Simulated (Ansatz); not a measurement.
A structure relaxed at r2SCAN-D4/def2-TZVP in Ansatz, charge 0, doublet:

```xyz
3

Ag   -0.269    0.490   -0.410
Ag    2.018   -0.630    0.268
H    -1.749    0.140    0.142
```

Question: Give its formula.

Answer: Ag2H.

Question: Summarise the bond lengths by kind (pairs closer than 1.2 times the sum of covalent radii, bridged metal pairs left out).

Answer: 1 × Ag–Ag 2.64 Å; 1 × Ag–H 1.62 Å.

In the def2 sets Ag takes a core potential; there is no spin–orbit coupling. Another isomer (doublet) lies 0.16 eV lower at PBE0-D4/def2-TZVP; other spin states weren't run for this one.
